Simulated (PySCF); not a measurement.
CH5AlO2Se. Atoms are numbered in the order given.

```xyz
10

Al     0.4265     0.5294     0.0000
O      2.1269     0.7592     0.0000
H      2.5601     1.6265     0.0000
O     -0.7562     1.7553     0.0000
C     -0.8947     3.1462     0.0000
H     -1.4618     3.4863    -0.8964
H      0.0809     3.6887     0.0000
H     -1.4618     3.4863     0.8964
Se    -0.3504    -1.6480     0.0000
H      1.0545    -2.1330     0.0000
```
Charge 0, spin multiplicity 1.

Geometry: PBE-D3(BJ)/def2-SVP. One conformer was computed; it need not be the lowest.

Method: PBE-D3(BJ)/def2-SVP in PySCF.

Frequencies are harmonic and unscaled.

Computed vibrational spectrum:
```csv
mode,ν (cm⁻¹),IR (km/mol),moving atoms (share of kinetic energy)
1,56,0.0,"H 73 %, O 13 %, C 9 %"
2,66,0.7,"H 46 %, O 38 %, C 11 %"
3,71,1.3,"C 34 %, H 23 %, O 23 %, Al 12 %, Se 9 %"
4,133,4.0,"O 55 %, C 13 %, Al 12 %, H 10 %, Se 10 %"
5,207,22.9,"O 57 %, Se 24 %, H 12 %"
6,208,19.2,"H 80 %, Al 16 %"
7,227,24.2,"Al 45 %, H 34 %, O 18 %"
8,267,115.5,"H 76 %, O 17 %"
9,373,54.1,"Al 39 %, O 28 %, Se 18 %, H 12 %"
10,545,118.2,"H 67 %, O 31 %"
11,577,4.2,H 93 %
12,699,123.8,"Al 47 %, O 19 %, C 18 %, H 15 %"
13,871,92.6,"Al 46 %, O 43 %, H 8 %"
14,1141,31.4,"H 71 %, C 21 %"
15,1147,0.0,"H 76 %, C 19 %"
16,1224,402.9,"O 57 %, C 33 %"
17,1419,1.0,H 97 %
18,1426,2.0,H 96 %
19,1435,25.7,"H 88 %, C 9 %"
20,2360,5.6,H 99 %
21,2903,129.9,H 97 %
22,2975,54.8,"H 91 %, C 9 %"
23,2993,38.5,"H 90 %, C 10 %"
24,3818,64.8,H 94 %
```
